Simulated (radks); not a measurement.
The numbers below are computed, except where a source is named.
Problem. These are the eigenvalues of the occupied orbitals of an atom or ion with whole-number occupations (eV). Code: a radial shooting solver on a logarithmic mesh with Libxc functionals. Model: Dirac Kohn-Sham, BLYP, spin-unpolarised, spherical densities, finite nucleus; Fermi nuclear charge, rms radius of each element as measured or else 0.836 A^(1/3) + 0.57 fm.

1s1/2: -17834.98
2s1/2: -2483.178
2p1/2: -2274.678
2p3/2: -2188.762
3s1/2: -418.7311
3p1/2: -341.1247
3p3/2: -327.4455
3d3/2: -190.5180
3d5/2: -188.0190
4s1/2: -68.7931
4p1/2: -47.9333
4p3/2: -46.1377
4d3/2: -17.3025

Which element is it, and in what charge state? The configuration may be excited. Open shells, if any, fill j = l - 1/2 first.

Solution. Z = 40, zirconium, charge +2: Zr2+ in [Kr] 4d2. The list shows which subshells hold electrons but not how many an open one holds; the 1s level, -655.42 hartree, gives Z - s = 36.2 by -(Z - s)^2/2, which with screening and relativity narrows Z to a few neighbours, and the depths of the outer levels then fix element, charge and occupations together.
